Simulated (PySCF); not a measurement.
In(H)(vinyl)2 (C₄H₇In), SMILES C=[CH][InH][CH]=C. Atoms are numbered in the order given.

```xyz
12

In     0.0000     0.0000     0.2499
H      0.0000     0.0000     1.9941
C      0.0000    -1.8959    -0.7902
C      0.0000    -3.0659    -0.1332
H      0.0000    -1.9285    -1.8879
H      0.0000    -4.0337    -0.6537
H      0.0000    -3.1234     0.9624
C      0.0000     1.8959    -0.7902
C      0.0000     3.0659    -0.1332
H      0.0000     1.9285    -1.8879
H      0.0000     4.0337    -0.6537
H      0.0000     3.1234     0.9624
```

Geometry optimised at B3LYP-D3(BJ)/def2-SVP. The structure was generated by enumeration; whether it is a known compound was not checked. The def2 effective core potentials stand for the cores of In; spin–orbit coupling is left out. The values are those of a single conformer.

All values below come from PySCF with CAM-B3LYP/def2-TZVP.

Symmetry labels are those of the subgroup C2v that the program uses (full group C2v).

**Question.** List the valence orbital energies around the gap with their symmetry. (Estimate from the structure and the level; the computed values follow.)

**Answer.** 
```csv
orbital,symmetry,energy (eV)
HOMO−7,B2,-14.14
HOMO−6,A1,-13.16
HOMO−5,B2,-12.49
HOMO−4,A1,-11.73
HOMO−3,B1,-9.32
HOMO−2,A2,-9.08
HOMO−1,A1,-9.05
HOMO,B2,-8.69
LUMO,B1,-0.84
LUMO+1,A1,1.15
LUMO+2,A2,1.35
LUMO+3,B2,1.44
```
